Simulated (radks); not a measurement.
Species: Xe. Configuration: [Xe].

Method: scalar-relativistic Kohn-Sham, PBE, spin-unpolarised, spherical densities, point nucleus; hard spherical wall at 15 bohr; computed with a radial shooting solver on a logarithmic mesh with Libxc functionals.

Energy parts (hartree):
part                        energy
total                  -7447.30127
kinetic                 7831.85583
electron-nucleus      -18025.45056
Hartree                 2932.87620
exchange-correlation    -186.58273

Orbitals (lengths in bohr, moments of r in powers of bohr; <r^-3> diverges for s and p1/2):
| orbital | occ. | eigenvalue (hartree) | <r> | <r^-3> |
|---|---|---|---|---|
| 1s | 2 | -1263.200 | 0.02666 | - |
| 2s | 2 | -196.5916 | 0.1146 | - |
| 2p | 6 | -176.3935 | 0.1003 | 6169 |
| 3s | 2 | -40.21094 | 0.3064 | - |
| 3p | 6 | -33.68853 | 0.3044 | 1191 |
| 3d | 10 | -24.01948 | 0.2809 | 164.0 |
| 4s | 2 | -7.25643 | 0.7167 | - |
| 4p | 6 | -5.19150 | 0.7649 | 237.9 |
| 4d | 10 | -2.18230 | 0.8768 | 25.27 |
| 5s | 2 | -0.72551 | 1.862 | - |
| 5p | 6 | -0.30261 | 2.313 | 23.68 |
| 6s | 0 | -0.01696 | 6.375 | - |

The highest occupied level is 5p at -8.235 eV. Summed over all electrons, <r^2> = 60.97 bohr^2, which gives a Langevin (diamagnetic) susceptibility term of -48.3 x 10^-6 cm^3/mol. The density falls to 0.001 e/bohr^3 at r = 4.41 bohr. The pressure on the wall is 2.37e-07 GPa.
